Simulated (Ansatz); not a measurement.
CH8InNSi can be A, `C[N]([SiH3])[InH2]`, or B, `C[SiH](N)[InH2]`.

Calculated with Ansatz (gas phase, PBE0-D4/def2-TZVP geometries, no zero-point term in ΔE). CCSD(T)/CBS is the MP2 limit (def2-TZVPP, def2-QZVPP) plus CCSD(T) − MP2 in def2-TZVPP, frozen cores. Functionals use def2-TZVPP. Elements past krypton have def2 core potentials. For In outer-core shells are correlated without core-valence functions, which leaves a few kJ/mol of doubt a bond. Each species was taken in one conformer, which may not be the lowest.

(1) Which is lower in electronic energy at CCSD(T)/CBS, and by how much? (Estimate.)

(2) Give E(B) − E(A) in kJ/mol with LDA (SPW92), MP2/def2-TZVPP, B2PLYP, CCSD/def2-TZVPP, PBE-D4, BLYP-D4, r2SCAN-D4. (An estimate is asked.)

(3) Does the order hold for the free energy at 298.15 K (harmonic terms from PBE0-D4)? (Estimate.)

Largest T1 diagnostic: 0.015.

Answers

(1) Computed: B, by 63.4 kJ/mol.

(2) Ansatz gave: LDA (SPW92) -74.7, MP2/def2-TZVPP -60.4, B2PLYP -66.1, CCSD/def2-TZVPP -64.6, PBE-D4 -78.4, BLYP-D4 -64.4, r2SCAN-D4 -75.2. None reverses the order clearly.

(3) The calculation gave: Yes: G(B) − G(A) = -59.3 kJ/mol, for one conformer each.

The D4 term adds +4.0 kJ/mol with B3LYP and +2.0 kJ/mol with PBE0; it sums over pairs of atoms, weighted by their polarisabilities, and B3LYP, whose exchange is more repulsive, gets the larger term. From PBE to PBE0 (25 % exact exchange), in def2-TZVPP and without D4, E(B) − E(A) moves by −3.1 kJ/mol.

B3LYP here is the variant with VWN-RPA as its local correlation; programs differ in this.
